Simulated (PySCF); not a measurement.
Sn(F)3(Cl), SMILES [F][Sn]([F])([F])[Cl] (ClF₃Sn) (PBE0/def2-SVP optimised geometry):

```
5

F     -1.493     0.888     0.000
Sn    -0.801    -0.888     0.000
F     -1.501    -1.771    -1.539
F     -1.496    -1.778     1.537
Cl     1.493    -0.888     0.000
```

Computed with PBE0/def2-TZVP, def2 effective core potentials past Kr (PySCF).

Problem. What are the frontier orbital energies and the dipole moment?

Solution. HOMO-2 -11.74 eV, HOMO-1 -10.62 eV, HOMO -10.62 eV, LUMO -3.74 eV, LUMO+1 -0.08 eV; dipole moment 1.51 D.

On the same geometry PBE/def2-TZVP, def2 effective core potentials past Kr (PySCF) gives HOMO-2 -9.95 eV, HOMO-1 -9.07 eV, HOMO -9.07 eV, LUMO -4.67 eV, LUMO+1 -0.90 eV; dipole moment 1.40 D.
